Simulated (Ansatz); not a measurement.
Single points on TcNO3H2⁺, that is TcO3(NH2) with one electron fewer.

```yaml
crystal:
  periodic: [false, false, false]
  atoms:
    - {symbol: Tc, position_ang: [0.352294, 0.617247, 0.229089]}
    - {symbol: O, position_ang: [0.341337, 0.625834, 1.925874]}
    - {symbol: O, position_ang: [1.949775, 0.549529, -0.326642]}
    - {symbol: O, position_ang: [-0.490921, 1.974843, -0.330878]}
    - {symbol: N, position_ang: [-0.537169, -0.928023, -0.450561]}
    - {symbol: H, position_ang: [-0.057215, -1.824364, -0.579141]}
    - {symbol: H, position_ang: [-1.558102, -1.015057, -0.467741]}
basis:
  gaussian: {orbitals: def2-TZVP, initial_orbitals: start.molden}
total_charge: 1
magnetization: {spin_polarized: true, initial_magnetization: 1}
hamiltonian: {xc: pbe0, dispersion: d4}
scf: {omitted_lower_state_checks: [starts]}
output: {orbitals: {seedname: orbitals}}
```

The file start.molden holds the orbitals of an earlier run on this structure, at another level or in another basis.

```sh
$ ansatz run in.yaml --threads 4 --pin off --events-out ev --progress --plain --max-ram 3916MiB
```

Output, abridged:

```
Functional definition: PBE0
1070 factors; their error is unknown
mean field evaluation 1: about -9844.3587 eV, gradient 1.2e2 eV
mean field evaluation 2: about -9848.3165 eV, gradient 3.7e0 eV
mean field evaluation 4: about -9848.3843 eV, gradient 1.9e-1 eV
mean field evaluation 8: about -9848.3844 eV, gradient 2.2e-5 eV
mean field -9848.38438742 eV, -361.9214507628 hartree, gradient 1.8e-5 eV, S^2 0.812307; 0 other end points of the search recorded, 0 dependent functions left out
reference -9848.38441810 eV, -361.9214518904 hartree; 24, 23 occupied and 152, 153 virtual orbitals, 1070 factors
Total energy: -9848.53535347 eV, -361.9269986630 hartree
Checks for a lower state left out: starts
```

It took 5.5 s on 4 threads of Arm Neoverse V2 on a shared host.

First input, but with `hamiltonian: {xc: r2scan, dispersion: d4}` (abridged; 7 s):

```
Functional definition: r2SCAN
mean field -9855.75532355 eV, -362.1923276697 hartree, gradient 1.4e-5 eV, S^2 0.785498
Total energy: -9855.79575228 eV, -362.1938133981 hartree
Checks for a lower state left out: starts
```

First input, but with `hamiltonian: {xc: pbe, dispersion: d4}` (abridged; 4.2 s):

```
Functional definition: PBE
mean field evaluation 16: about -9851.8640 eV, gradient 5.2e-6 eV
mean field -9851.86396633 eV, -362.0493229295 hartree, gradient 5.2e-6 eV, S^2 0.767147
Total energy: -9852.04424511 eV, -362.0559480524 hartree
Checks for a lower state left out: starts
```

Geometry: PBE-D4/def2-SVP, that of the neutral singlet.

In the def2 sets Tc takes a core potential; there is no spin–orbit coupling.
